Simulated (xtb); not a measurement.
Si(Br)(OH)(NH2)2 (BrH5N2OSi), SMILES Br[Si](N)(O)N. All values are semi-empirical tight-binding results from xtb (GFN2-xTB unless named), good for trends rather than for accurate numbers. The structure is a stationary point at GFN2-xTB. This is a generated structure with no PubChem entry under its InChIKey; it may be hypothetical. The values are those of a single conformer.

Optimised geometry:

```xyz
10

N     -1.4675     1.3261     0.6610
Si    -0.1144     0.2805     0.7852
N      1.3760     1.0170     1.2014
O     -0.4683    -0.9513     1.7792
Br     0.1975    -0.4844    -1.2707
H     -1.4495     2.0617    -0.0246
H     -1.9156     1.6447     1.5025
H      2.2320     0.5233     1.0070
H      1.4492     1.4986     2.0815
H     -1.2414    -1.4926     1.6442
```

```json
{
  "orbital_gap": "7.24 eV",
  "zero_point_energy": "41.6 kcal/mol",
  "G − E(el) at 298.15 K (modified RRHO)": "20.9 kcal/mol",
  "static polarisability (D4 model)": "77.1 bohr³",
  "solvation energy, GFN2-xTB/ALPB(water)": "-8.8 kcal/mol",
  "solvation energy, GFN2-xTB/ALPB(hexane)": "-4.4 kcal/mol"
}
```

Computed atomic charges and the Wiberg bond orders between heavy atoms:
charges (e) N1 -0.41, Si2 0.61, N3 -0.41, O4 -0.48, Br5 -0.25, H6 0.16, H7 0.15, H8 0.17, H9 0.15, H10 0.31. Bond orders N1–Si2 1.09, Si2–N3 1.10, Si2–O4 1.15, Si2–Br5 0.96.
